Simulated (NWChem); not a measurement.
Molecule: C2H6O2Si; SMILES O[Si@H]1CCO1

```xyz
11

O      0.0116     1.9408    -0.4323
Si    -0.0549     0.5429     0.4465
C     -1.1121    -0.9147    -0.1076
C      0.2545    -1.6238    -0.2268
O      1.1712    -0.5702     0.1228
H      0.1636     1.8589    -1.3788
H     -0.1383     1.0211     1.8485
H     -1.7991    -1.3485     0.6331
H     -1.6481    -0.7997    -1.0612
H      0.3637    -2.4699     0.4725
H      0.4753    -1.9944    -1.2426
```
Atoms are numbered in this order, from 1.

All runs: NWChem. Pople sets run with spherical d functions. STO-3G and 3-21G are far too small for this property and stand as cheap habits. Structure relaxed at the PBE0/def2-SVP level. B3LYP is NWChem's, with the RPA form of VWN correlation. GIAO values for the isolated, static molecule; σ is the absolute isotropic shielding, δ = σ(reference) − σ with the isolated reference molecule computed at the same levels (13C: tetramethylsilane, 1H: tetramethylsilane, 17O: water, 29Si: tetramethylsilane).

| level | δ O1 (ppm) | δ Si2 (ppm) | δ C4 (ppm) | δ H6 (ppm) | δ H7 (ppm) | δ H9 (ppm) | δ H11 (ppm) | relative time |
|---|---|---|---|---|---|---|---|---|
| PBE0/pcSseg-1 | 85.3 | 4.6 | 64.3 | 2.47 | 5.06 | 1.72 | 4.26 | 20 |
| Hartree-Fock/STO-3G | -67.0 | 25.2 | 58.3 | -2.27 | 3.15 | 0.68 | 1.83 | 1 |
| B3LYP/6-31G* | 71.8 | 10.6 | 61.1 | 2.28 | 5.43 | 1.56 | 4.21 | 10 |

Relative times are rough (shared machine, one core).
